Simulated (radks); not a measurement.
Values are calculated unless marked as measured or tabulated.
Question: Valence configurations of Ga III (all share [Ar]). Level of theory: Dirac Kohn-Sham, PBE, spin-unpolarised, spherical densities, point nucleus; open shells fill j = l - 1/2 first (a radial shooting solver on a logarithmic mesh with Libxc functionals). Order these by energy: 3d8 4s1 4p2; 3d10 4p1; 3d10 4s1; 3d9 4s1.5 4p0.5; 3d9 4s2; 3d10 4s0.5 4p0.5; 3d9.5 4p1.5; 3d8 4s2 4p1; 3d8 4p3; 3d9 4s1 4p1.

Answer: From the lowest, in eV above it: 3d10 4s1 0.000; 3d10 4s0.5 4p0.5 4.100; 3d10 4p1 8.234; 3d9 4s2 15.907; 3d9.5 4p1.5 20.107; 3d9 4s1.5 4p0.5 20.327; 3d9 4s1 4p1 24.778; 3d8 4s2 4p1 47.474; 3d8 4s1 4p2 57.091; 3d8 4p3 67.158. NIST lists [Ar] 3d10 4s1 as the ground configuration; this level of theory agrees among the configurations tried. The energies are those of spherical spin-averaged densities, not of single terms.
